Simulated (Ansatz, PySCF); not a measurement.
B₃H₅N₃, SMILES B1NBN[B]N1 (connectivity only; charge and spin as stated), charge +1, multiplicity 1. Atoms are numbered in the order given.

```xyz
11

B      0.0000     0.0000     1.2083
N      0.0000    -1.2848     0.8294
B      0.0000    -1.2809    -0.6652
N      0.0000     0.0000    -1.2910
B      0.0000     1.2809    -0.6652
N      0.0000     1.2848     0.8294
H      0.0000    -2.1556     1.3531
H      0.0000    -2.3273    -1.2383
H      0.0000     0.0000    -2.3099
H      0.0000     2.3273    -1.2383
H      0.0000     2.1556     1.3531
```
Charge +1, spin multiplicity 1.

Geometry optimised at B3LYP-D3(BJ)/def2-SVP. The spin state was assumed, not searched. The isomer is the one that the SMILES or the coordinates give; other isomers of the formula were not compared.

Two levels are set side by side: PBE-D3(BJ)/def2-SVP (Ansatz, a quantum-chemistry and plane-wave program) and B3LYP-D3(BJ)/def2-SVP (Ansatz). Each level has its own optimised geometry; the coordinates shown are those of the second. Frequencies come from the Hessian of PySCF at each geometry. Differences are taken from unrounded values.

| quantity | B3LYP-D3(BJ) |
|---|---|
| mean bond length (Å) | 1.269 |
| bond B1–N2 (Å) | 1.340 |
| bond B1–N6 (Å) | 1.340 |
| bond N2–B3 (Å) | 1.495 |
| bond B3–N4 (Å) | 1.426 |
| bond N4–B5 (Å) | 1.426 |
| bond B5–N6 (Å) | 1.495 |
| bond N2–H7 (Å) | 1.016 |
| bond B3–H8 (Å) | 1.193 |
| bond N4–H9 (Å) | 1.019 |
| bond B5–H10 (Å) | 1.193 |
| bond N6–H11 (Å) | 1.016 |
| highest harmonic wavenumber (cm⁻¹) | 3625 |
| mean harmonic wavenumber (cm⁻¹) | 1327 |
| zero-point energy (kcal/mol) | 51.20 |

Q: What does PBE-D3(BJ) give, and how far is it from B3LYP-D3(BJ)? (Estimate from the structure and the level; the computed values follow.)

A: 
```json
[
 {"quantity": "mean bond length (Å)", "PBE-D3(BJ)": "1.275", "PBE-D3(BJ) minus B3LYP-D3(BJ)": "0.007"},
 {"quantity": "bond B1–N2 (Å)", "PBE-D3(BJ)": "1.347", "PBE-D3(BJ) minus B3LYP-D3(BJ)": "0.007"},
 {"quantity": "bond B1–N6 (Å)", "PBE-D3(BJ)": "1.347", "PBE-D3(BJ) minus B3LYP-D3(BJ)": "0.007"},
 {"quantity": "bond N2–B3 (Å)", "PBE-D3(BJ)": "1.497", "PBE-D3(BJ) minus B3LYP-D3(BJ)": "0.002"},
 {"quantity": "bond B3–N4 (Å)", "PBE-D3(BJ)": "1.431", "PBE-D3(BJ) minus B3LYP-D3(BJ)": "0.006"},
 {"quantity": "bond N4–B5 (Å)", "PBE-D3(BJ)": "1.431", "PBE-D3(BJ) minus B3LYP-D3(BJ)": "0.006"},
 {"quantity": "bond B5–N6 (Å)", "PBE-D3(BJ)": "1.497", "PBE-D3(BJ) minus B3LYP-D3(BJ)": "0.002"},
 {"quantity": "bond N2–H7 (Å)", "PBE-D3(BJ)": "1.023", "PBE-D3(BJ) minus B3LYP-D3(BJ)": "0.007"},
 {"quantity": "bond B3–H8 (Å)", "PBE-D3(BJ)": "1.204", "PBE-D3(BJ) minus B3LYP-D3(BJ)": "0.011"},
 {"quantity": "bond N4–H9 (Å)", "PBE-D3(BJ)": "1.026", "PBE-D3(BJ) minus B3LYP-D3(BJ)": "0.007"},
 {"quantity": "bond B5–H10 (Å)", "PBE-D3(BJ)": "1.204", "PBE-D3(BJ) minus B3LYP-D3(BJ)": "0.011"},
 {"quantity": "bond N6–H11 (Å)", "PBE-D3(BJ)": "1.023", "PBE-D3(BJ) minus B3LYP-D3(BJ)": "0.007"},
 {"quantity": "highest harmonic wavenumber (cm⁻¹)", "PBE-D3(BJ)": "3556", "PBE-D3(BJ) minus B3LYP-D3(BJ)": "-69"},
 {"quantity": "mean harmonic wavenumber (cm⁻¹)", "PBE-D3(BJ)": "1292", "PBE-D3(BJ) minus B3LYP-D3(BJ)": "-35"},
 {"quantity": "zero-point energy (kcal/mol)", "PBE-D3(BJ)": "49.85", "PBE-D3(BJ) minus B3LYP-D3(BJ)": "-1.35"}
]
```

Exact exchange shortens and stiffens bonds; PBE has none. Differences between two approximate levels are no errors against the true value.
